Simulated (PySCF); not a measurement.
Input for PySCF: R-MP2/6-31G* on CH3FOSi (SMILES CO[Si]F), a point of a torsion scan.

```python
from pyscf import gto, scf, dft, mp
from pyscf.data.elements import chemcore

mol = gto.M(
    atom='''
    C    -0.83924821   -0.04211864    0.16151514
    O     0.29215591    0.77377909    0.27558639
    Si    1.84784609    0.68950601   -0.11384074
    F     1.77554187   -0.28711187   -1.43830444
    H    -0.74958242   -0.73058875   -0.68163074
    H    -1.71323234    0.59539001    0.01711913
    H    -0.95920510   -0.61459339    1.08450165
    ''',
    basis='6-31g*',
    cart=True,
    charge=0, spin=0, verbose=3, max_memory=1800)
mf = scf.RHF(mol)
mf.conv_tol = 1e-8
mf.max_cycle = 100
mf.kernel()
if not mf.converged:
    mf = mf.newton().run(mf.mo_coeff, mf.mo_occ)
pt = mp.MP2(mf, frozen=chemcore(mol)).run()
```

**Question.** Predict the final total energy.

**Answer.** -503.4467 hartree.
